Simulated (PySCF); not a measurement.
# Which element holds N most strongly?

CCSD(T) extrapolated to the basis-set limit (PySCF; AlN CCSD(T)/CBS(TQ)+CV+SR, AsN CCSD(T)/CBS(DT)+CV, BN CCSD(T)/CBS(TQ)+CV+SR, CN CCSD(T)/CBS(TQ)+CV+SR, GaN CCSD(T)/CBS(DT)+CV, SbN CCSD(T)/CBS(DT)+CV, SnN CCSD(T)/CBS(DT); CV core-valence, SR scalar-relativistic term); no spin–orbit coupling. D0 is De less the harmonic zero-point energy.

| M | state (unpaired electrons) | Re (Å) | ωe (cm⁻¹) | D0(MN) (eV) |
| --- | --- | --- | --- | --- |
| Al | triplet (σ ↑, π ↑) | 1.790 | 755 | 2.48 |
| Sb | singlet (closed shell) | 1.830 | 885 | 3.60 |
| B | triplet (σ ↑, π ↑) | 1.323 | 1534 | 4.45 |
| C | doublet (σ ↑) | 1.170 | 2083 | 7.68 |
| Ga | triplet (π ↑↑) | 1.990 | 512 | 2.08 |
| As | singlet (closed shell) | 1.617 | 1078 | 4.84 |
| Sn | doublet (π ↑) | 1.960 | 690 | 2.68 |

**Question.** Order the elements by D0 and give the energy of SnN + B → BN + Sn.

**Answer.** C > As > B > Sb > Sn > Al > Ga; ΔE = 2.68 − 4.45 = -1.77 eV at composite CCSD(T). Close neighbours can swap at other levels.

Correlated steps freeze the inner cores (2 to 6 orbitals); shallow outer-core shells are correlated. These are scalar-relativistic numbers at best; spin–orbit coupling would shift them, the dissociation energy most. Where the molecule has an RHF reference, its open-shell atoms are computed with UHF. The CCSD T1 diagnostic is raised in AlN, BN, CN, SbN, SnN, a sign that a single reference may not be enough there. States were picked by a PBE0 search and need not be the measured ground states.
